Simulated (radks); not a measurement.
The numbers below are computed, except where a source is named.
Mean orbital radii <r> (bohr) of the sulfur ion S7+, [He] 2s2 2p5, at several levels of relativity; Dirac values are averaged over j with weights 2j + 1. Spin-unpolarised spherical Kohn-Sham, BLYP, point nucleus unless stated (finite: rms radius 3.2611 fm), a radial shooting solver on a logarithmic mesh with Libxc functionals. A level marked "c x" has the speed of light scaled by that factor and shares open shells by 2j + 1; other Dirac levels either fill j = l - 1/2 first or share by 2j + 1.

1s: non-rel. 0.09719; scalar-rel. 0.09677; Dirac, 2j+1 shares 0.09677; Dirac, c x 1.25 0.09692; change of magnitude, last against first (%) -0.28
2s: non-rel. 0.4648; scalar-rel. 0.4628; Dirac, 2j+1 shares 0.4627; Dirac, c x 1.25 0.4635; change of magnitude, last against first (%) -0.28
2p: non-rel. 0.4201; scalar-rel. 0.4195; Dirac, 2j+1 shares 0.4194; Dirac, c x 1.25 0.4197; change of magnitude, last against first (%) -0.10
